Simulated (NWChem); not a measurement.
Species: CuNH$_{3}$F; SMILES [NH3]->[Cu][F]

```xyz
6

Cu     0.0000     0.0001     0.6983
F      0.0000    -0.0002    -1.0491
N      0.0000     0.0001     2.6200
H      0.6749    -0.6638     3.0042
H     -0.9123    -0.2526     3.0043
H      0.2374     0.9164     3.0044
```
Atoms are numbered in this order, from 1.

Coordinates come from a PBE0/def2-SVP optimisation. B3LYP is NWChem's, with the RPA form of VWN correlation.

Q: Give the principal values of the shielding tensors (ppm) of Cu1, F2, N3 from B3LYP/6-31G* (spherical d), GIAO (NWChem), with their diamagnetic and paramagnetic parts as GIAO splits them.

A: 
```
atom      σ11      σ22     σ33  isotropic  diamagnetic  paramagnetic
----  -------  -------  ------  ---------  -----------  ------------
Cu1   -2859.8  -2856.1  2366.3    -1116.6       2394.7       -3511.2
F2      483.8    513.5   513.6      503.6        470.1          33.5
N3      240.9    285.3   285.3      270.5        318.7         -48.2
```
